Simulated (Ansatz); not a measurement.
The molecule CrCl, multiplicity 6 (the spin of the measured ground state). No spin–orbit coupling. Cr is treated without relativity. The T1 diagnostic near the minimum is 0.131, so single-reference values are doubtful.

```
level                 bond energy D_e (eV)
--------------------  --------------------
SVWN5/def2-TZVPP                     4.469
PBE/def2-TZVPP                       3.923
r2SCAN/def2-TZVPP                    3.866
B97M-V/def2-TZVPP                    3.733
B3LYP/def2-TZVPP                     3.784
PBE0/def2-TZVPP                      3.767
BHLYP/def2-TZVPP                     3.676
CAM-B3LYP/def2-TZVPP                 3.899
wB97X-V/def2-TZVPP                   4.048
wB97M-V/def2-TZVPP                   3.964
CCSD/def2-TZVPP                      3.549
CCSD/def2-QZVPP                      3.734
CCSD(T)/def2-TZVPP                   3.630
CCSD(T)/def2-QZVPP                   3.824
```

The rows run from 3.549 (CCSD/def2-TZVPP) to 4.469 eV (SVWN5/def2-TZVPP). From def2-TZVPP to def2-QZVPP CCSD(T) changes by 0.194. The 10 functionals in def2-TZVPP without D3 or D4 span 0.794, from BHLYP to SVWN5.

D_e counts from the fitted minimum to each atom's lowest state at the same level, without counterpoise.

Correlated levels freeze the inner cores; with def2 sets outer-core shells near the valence are correlated too.

Doubts at one or more of the structures used: T1 above 0.05 (CCSD/def2-TZVPP, CCSD/def2-QZVPP, CCSD(T)/def2-TZVPP, CCSD(T)/def2-QZVPP).

Run with Ansatz (Gaussian basis) for Hartree–Fock, density functionals and correlated methods. Each number belongs to the level named beside it.

Ansatz is an electronic-structure program.
